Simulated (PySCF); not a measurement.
## Ge⁺ (germanium, charge +1) across methods

[Ar] 3d10 4s2 5s1, 2S determinant (an excited configuration). Calculation: PySCF 2.14, in x2c-TZVPPall with one added diffuse shell each of s, p, d type (7s6p5d1f, 57 functions); scalar relativity by spin-free X2C-1e.

```csv
method,E (hartree),mean ε 4s β (eV),mean ε 4s α (eV),mean ε 5s α (eV),Σ⟨r²⟩ (bohr²),⟨S²⟩
r2SCAN,-2098.115,-23.882,-23.753,-6.649,49.96,0.750
LDA,-2094.856,-23.790,-23.918,-6.661,48.95,0.750
r2SCAN0,-2098.083,-24.848,-24.826,-7.014,50.02,0.750
B3LYP,-2098.202,-24.495,-24.605,-6.911,49.36,0.750
UHF,-2096.50512,-26.703,-27.047,-7.819,51.16,0.750
BLYP,-2098.264,-23.500,-23.565,-6.470,49.15,0.750
PBE0,-2097.887,-24.483,-24.655,-7.086,50.00,0.750
PBEsol,-2096.295,-23.476,-23.593,-6.681,49.59,0.750
```

**Question.** Estimate the same row for PBE.

**Answer.** E (hartree) = -2097.864; mean ε 4s β (eV) = -23.431; mean ε 4s α (eV) = -23.565; mean ε 5s α (eV) = -6.700; Σ⟨r²⟩ (bohr²) = 49.68; ⟨S²⟩ = 0.750.

The outer electron is Rydberg-like, and this basis confines it to a smaller radius and binds it less than a complete one would.
